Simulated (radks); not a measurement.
Values are calculated unless marked as measured or tabulated.
Problem. All-electron atom: the holmium ion Ho2+ in [Xe] 4f11. Level of theory: Dirac Kohn-Sham, Slater X-alpha with alpha = 0.695, spin-unpolarised, spherical densities, point nucleus; open shells fill j = l - 1/2 first (a radial shooting solver on a logarithmic mesh with Libxc functionals). Some entries of the table are withheld. Estimate them.

orbital  occ.  eigenvalue (eV)  r(max) (bohr)
1s1/2       2        -55425.57        0.01312
2s1/2       2        -9280.819        0.07482
2p1/2       2        -8837.895        0.05623
2p3/2       4        -7980.931        0.06236
3s1/2       2        -2082.807         0.2116
3p1/2       2        -1888.461         0.1990
3p3/2       4        -1709.451         0.2118
3d3/2       4        -1375.025         0.1673
3d5/2       6        -1335.854         0.1709
4s1/2       2        -421.3456         0.4840
4p1/2       2        -344.1503            (1)
4p3/2       4        -303.8257            (2)
4d3/2       4              (3)            (4)
4d5/2       6              (5)            (6)
5s1/2       2         -63.7517          1.134
5p1/2       2         -42.8672          1.239
5p3/2       4         -37.7600          1.325
4f5/2       6         -17.0898         0.5197
4f7/2       5         -16.1027         0.5252

Solution. 
(1) 4p1/2 r(max) (bohr): 0.4865
(2) 4p3/2 r(max) (bohr): 0.5141
(3) 4d3/2 eigenvalue (eV): -176.4810
(4) 4d3/2 r(max) (bohr): 0.5176
(5) 4d5/2 eigenvalue (eV): -169.1620
(6) 4d5/2 r(max) (bohr): 0.5266
